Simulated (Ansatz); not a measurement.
Molecule: ZrH3, net charge 1, singlet state. The spin state was set by rule; other spins were not relaxed. 
Coordinates optimised at B3LYP-D3(BJ)/def2-TZVP (Ansatz, a first-principles code):
```xyz
4

Zr    -0.0483    -0.0064     0.0206
H      1.3067    -0.3711     1.1365
H      0.3189     1.6528    -0.5510
H      0.3054    -1.0270    -1.4103
```
Charge +1, spin multiplicity 1.

Basis-set convergence of Hartree-Fock and CCSD(T) correlation energies (hartree) with Ansatz. Valence correlation only, unless marked. No spin-orbit coupling. Frozen are the shells of the preceding noble gas and the d and f shells that filled before the atom's block. In def2 rows, elements after Kr have scalar-relativistic effective core potentials.

```
basis       functions      E(HF)  E(corr, CCSD(T))
----------  ---------  ---------  ----------------
def2-SVP           46  -47.91415          -0.11264
def2-TZVPP         98  -47.93101          -0.12981
def2-QZVPP        171  -47.93553          -0.13348
```

Extrapolating the two largest sets (X = 3 and 4) as X^-3: E(corr) = (64·(-0.13348) - 27·(-0.12981))/37 = -0.1362 Eh, an estimate of the basis-set limit. The largest set recovers 98.0 % of it, the smallest 82.7 %.
